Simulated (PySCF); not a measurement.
# Ionisation energy of Ti⁺ by level of theory

Ti⁺ [Ar] 3d2 4s1 (4F) → Ti²⁺ [Ar] 3d2 (3F), as a difference of total energies. Calculation: PySCF 2.14, in cc-pVTZ (7s6p4d2f1g, 68 functions); no relativity, point nucleus. Correlated levels: valence: [Ar] frozen. The calculations carry no spin-orbit coupling.

```json
{"method": "UHF", "ionisation energy (eV)": "12.852"}
{"method": "B3LYP", "ionisation energy (eV)": "13.861"}
{"method": "TPSS", "ionisation energy (eV)": "13.608"}
{"method": "MP2 (valence)", "ionisation energy (eV)": "13.028"}
{"method": "SCS-MP2 (valence)", "ionisation energy (eV)": "12.911"}
```

**Question.** How much does correlation contribute at MP2 (valence)?

**Answer.** 13.028 − (12.852) = 0.176 eV, measured against UHF.

These non-relativistic numbers lack the scalar-relativistic shift.

The reference lies between the lowest fine-structure levels, while these numbers refer to the centres of the terms.

Errors of the correlated levels include the incompleteness of this basis and the frozen core.

For comparison: 13.575 eV (measured; NIST Atomic Spectra Database, ionization energies).
